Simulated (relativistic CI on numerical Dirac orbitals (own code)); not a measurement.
# Lu⁴²⁺: computed level list

Method of calculation: Dirac-Coulomb-Breit CI, separate exchange-only KLI orbitals for each configuration, model QED (radiative potential, 1s self-energy scaled to tabulated hydrogen-like ionisation energies), unscaled Slater integrals (own radial code, finite nucleus).

Configuration list (outside the closed core [Ar]): 3d10 4s, 3d10 4p, 3d10 4d, 3d10 4f, 3d10 5s, 3d10 5p, 3d10 5d, 3d10 5f, 3d10 5g, 3d10 6s, 3d10 6p, 3d10 6d, 3d9 4s2, 3d10 6f, 3d10 7s, 3d9 4s 4p, 3d10 8s, 3d9 4s 4d, 3d9 4s 4f, 3d9 4s 5s, 3d9 4s 5p, 3d9 4s 5d, 3d9 4s 5f. Double excitations out of closed p, d and f shells are left out; levels of such configurations are missing from the list, as are those of other unlisted configurations, and high levels can miss mixing partners.

The lowest level is 3d10 4s 2S_1/2, with 100 % of that term; Hund's rules for 3d10 4s give 2S with J = 1/2, in agreement.

| No. | Configuration | Term | J | E (Ry) | % | Next component (%) | jj configuration (%) |
| --- | --- | --- | --- | --- | --- | --- | --- |
| 1 | 3d10 4s | 2S | 1/2 | 0.000 | 100 |  | 4s (100) |
| 2 | 3d10 4p | 2P° | 1/2 | 6.631 | 100 |  | 4p1/2 (100) |
| 3 | 3d10 4p | 2P° | 3/2 | 12.603 | 100 |  | 4p3/2 (100) |
| 4 | 3d10 4d | 2D | 3/2 | 22.966 | 100 |  | 4d3/2 (100) |
| 5 | 3d10 4d | 2D | 5/2 | 24.233 | 100 |  | 4d5/2 (100) |
| 6 | 3d10 4f | 2F° | 5/2 | 35.309 | 100 |  | 4f5/2 (100) |
| 7 | 3d10 4f | 2F° | 7/2 | 35.612 | 100 |  | 4f7/2 (100) |
| 8 | 3d10 5s | 2S | 1/2 | 62.793 | 100 |  | 5s (100) |
| 9 | 3d10 5p | 2P° | 1/2 | 66.014 | 100 |  | 5p1/2 (100) |
| 10 | 3d10 5p | 2P° | 3/2 | 68.806 | 100 |  | 5p3/2 (100) |
| 11 | 3d10 5d | 2D | 3/2 | 73.725 | 100 |  | 5d3/2 (100) |
| 12 | 3d10 5d | 2D | 5/2 | 74.336 | 100 |  | 5d5/2 (100) |
| 13 | 3d10 5f | 2F° | 5/2 | 79.238 | 100 |  | 5f5/2 (100) |
| 14 | 3d10 5f | 2F° | 7/2 | 79.416 | 100 |  | 5f7/2 (100) |
| 15 | 3d10 5g | 2G | 7/2 | 81.855 | 100 |  | 5g7/2 (100) |
| 16 | 3d10 5g | 2G | 9/2 | 81.926 | 100 |  | 5g9/2 (100) |
| 17 | 3d10 6s | 2S | 1/2 | 94.004 | 100 |  | 6s (100) |
| 18 | 3d10 6p | 2P° | 1/2 | 95.794 | 100 |  | 6p1/2 (100) |
| 19 | 3d10 6p | 2P° | 3/2 | 97.329 | 100 |  | 6p3/2 (100) |
| 20 | 3d10 6d | 2D | 3/2 | 100.048 | 100 |  | 6d3/2 (100) |
| 21 | 3d10 6d | 2D | 5/2 | 100.391 | 100 |  | 6d5/2 (100) |
| 22 | 3d9 4s2 | 2D | 5/2 | 101.522 | 100 |  | 3d5/2^5 (100) |
| 23 | 3d10 6f | 2F° | 5/2 | 103.044 | 100 |  | 6f5/2 (100) |
| 24 | 3d10 6f | 2F° | 7/2 | 103.152 | 100 |  | 6f7/2 (100) |
| 25 | 3d9 4s2 | 2D | 3/2 | 105.489 | 100 |  | 3d3/2^3 3d5/2^6 (100) |
| 26 | 3d9 4s 4p | 4P° | 5/2 | 107.126 | 32 | 28 4D° | 3d5/2^5 4s 4p1/2 (100) |
| 27 | 3d9 4s 4p | 4F° | 7/2 | 107.652 | 41 | 35 2F° | 3d5/2^5 4s 4p1/2 (98) |
| 28 | 3d9 4s 4p | 2F° | 5/2 | 107.653 | 41 | 25 4P° | 3d5/2^5 4s 4p1/2 (98) |
| 29 | 3d9 4s 4p | 2P° | 3/2 | 107.750 | 33 | 30 2D° | 3d5/2^5 4s 4p1/2 (99) |
| 30 | 3d9 4s 4p | 4F° | 3/2 | 111.120 | 67 | 15 2D° | 3d3/2^3 3d5/2^6 4s 4p1/2 (100) |
| 31 | 3d9 4s 4p | 4F° | 5/2 | 111.634 | 39 | 37 2F° | 3d3/2^3 3d5/2^6 4s 4p1/2 (98) |
| 32 | 3d9 4s 4p | 2P° | 3/2 | 111.718 | 27 | 21 4P° | 3d3/2^3 3d5/2^6 4s 4p1/2 (97) |
| 33 | 3d9 4s 4p | 4D° | 1/2 | 111.808 | 60 | 31 2P° | 3d3/2^3 3d5/2^6 4s 4p1/2 (98) |
| 34 | 3d10 7s | 2S | 1/2 | 111.811 | 100 |  | 7s (100) |
| 35 | 3d9 4s 4p | 4F° | 9/2 | 113.038 | 100 |  | 3d5/2^5 4s 4p3/2 (100) |
| 36 | 3d9 4s 4p | 2D° | 5/2 | 113.327 | 45 | 27 4P° | 3d5/2^5 4s 4p3/2 (99) |
| 37 | 3d9 4s 4p | 2D° | 3/2 | 113.337 | 36 | 36 2P° | 3d5/2^5 4s 4p3/2 (99) |
| 38 | 3d9 4s 4p | 4D° | 7/2 | 113.373 | 60 | 29 2F° | 3d5/2^5 4s 4p3/2 (100) |
| 39 | 3d9 4s 4p | 2P° | 1/2 | 113.407 | 84 | 11 4P° | 3d5/2^5 4s 4p3/2 (99) |
| 40 | 3d9 4s 4p | 2F° | 7/2 | 114.553 | 80 | 11 4F° | 3d5/2^5 4s 4p3/2 (98) |
| 41 | 3d9 4s 4p | 2P° | 3/2 | 114.594 | 74 | 17 2D° | 3d5/2^5 4s 4p3/2 (98) |
| 42 | 3d9 4s 4p | 2D° | 5/2 | 114.802 | 74 | 16 2F° | 3d5/2^5 4s 4p3/2 (98) |
| 43 | 3d9 4s 4p | 4P° | 1/2 | 116.927 | 79 | 15 4D° | 3d3/2^3 3d5/2^6 4s 4p3/2 (100) |
| 44 | 3d9 4s 4p | 4D° | 3/2 | 117.184 | 45 | 34 4P° | 3d3/2^3 3d5/2^6 4s 4p3/2 (99) |
| 45 | 3d9 4s 4p | 2F° | 7/2 | 117.194 | 56 | 37 4F° | 3d3/2^3 3d5/2^6 4s 4p3/2 (100) |
| 46 | 3d9 4s 4p | 4D° | 5/2 | 117.317 | 41 | 24 2D° | 3d3/2^3 3d5/2^6 4s 4p3/2 (100) |
| 47 | 3d9 4s 4p | 2P° | 1/2 | 118.431 | 79 | 20 4D° | 3d3/2^3 3d5/2^6 4s 4p3/2 (99) |
| 48 | 3d9 4s 4p | 2F° | 5/2 | 118.559 | 74 | 15 2D° | 3d3/2^3 3d5/2^6 4s 4p3/2 (98) |
| 49 | 3d9 4s 4p | 2D° | 3/2 | 118.736 | 73 | 12 2P° | 3d3/2^3 3d5/2^6 4s 4p3/2 (98) |
| 50 | 3d10 8s | 2S | 1/2 | 122.929 | 100 |  | 8s (100) |
| 51 | 3d9 4s 4d | 4S | 3/2 | 123.629 | 46 | 42 4P | 3d5/2^5 4s 4d3/2 (95) |
| 52 | 3d9 4s 4d | 2G | 7/2 | 123.952 | 51 | 35 4G | 3d5/2^5 4s 4d3/2 (100) |
| 53 | 3d9 4s 4d | 4D | 5/2 | 124.022 | 45 | 28 4P | 3d5/2^5 4s 4d3/2 (97) |
| 54 | 3d9 4s 4d | 2P | 1/2 | 124.053 | 32 | 30 2S | 3d5/2^5 4s 4d3/2 (98) |
| 55 | 3d9 4s 4d | 4G | 9/2 | 124.074 | 54 | 37 2G | 3d5/2^5 4s 4d3/2 (94) |
| 56 | 3d9 4s 4d | 2D | 3/2 | 124.256 | 32 | 27 4D | 3d5/2^5 4s 4d3/2 (93) |
| 57 | 3d9 4s 4d | 4F | 7/2 | 124.311 | 37 | 29 4D | 3d5/2^5 4s 4d3/2 (92) |
| 58 | 3d9 4s 4d | 2F | 5/2 | 124.366 | 47 | 16 4F | 3d5/2^5 4s 4d3/2 (94) |
| 59 | 3d9 4s 4d | 4G | 11/2 | 125.019 | 100 |  | 3d5/2^5 4s 4d5/2 (100) |
| 60 | 3d9 4s 4d | 2P | 3/2 | 125.177 | 48 | 25 2D | 3d5/2^5 4s 4d5/2 (92) |
| 61 | 3d9 4s 4d | 2P | 1/2 | 125.278 | 51 | 33 2S | 3d5/2^5 4s 4d5/2 (99) |
| 62 | 3d9 4s 4d | 4D | 7/2 | 125.375 | 51 | 38 2F | 3d5/2^5 4s 4d5/2 (99) |
| 63 | 3d9 4s 4d | 4F | 9/2 | 125.420 | 73 | 25 2G | 3d5/2^5 4s 4d5/2 (99) |
| 64 | 3d9 4s 4d | 2D | 5/2 | 125.451 | 43 | 30 4P | 3d5/2^5 4s 4d5/2 (99) |
| 65 | 3d9 4s 4d | 2G | 9/2 | 125.752 | 83 | 11 4G | 3d5/2^5 4s 4d5/2 (94) |
| 66 | 3d9 4s 4d | 2P | 3/2 | 125.909 | 54 | 36 2D | 3d5/2^5 4s 4d5/2 (96) |
| 67 | 3d9 4s 4d | 2D | 5/2 | 125.989 | 68 | 22 2F | 3d5/2^5 4s 4d5/2 (92) |
| 68 | 3d9 4s 4d | 2F | 7/2 | 126.100 | 75 | 15 2G | 3d5/2^5 4s 4d5/2 (93) |
| 69 | 3d9 4s 4d | 4P | 1/2 | 126.601 | 59 | 30 2P | 3d5/2^5 4s 4d5/2 (66) |
| 70 | 3d9 4s 4d | 4G | 5/2 | 127.809 | 83 | 16 2F | 3d3/2^3 3d5/2^6 4s 4d3/2 (99) |

Energies count from the lowest computed level; ° marks odd parity. Filled j subshells are mostly left out of the jj labels.

The mean weight of the leading LS term, summed over parents, in these 70 levels is 74 %, and that of the leading jj configuration (from the same eigenvectors) 98 %, so jj coupling describes them better and the LS labels are nominal.

At this charge energies of transitions that change n are usually good to better than 1 %, and those within a shell (Δn = 0) to a few per cent.

LS names give the leading component of a level, which can be under half, so a name can repeat, a term be missing and a line seem to break the LS rules.
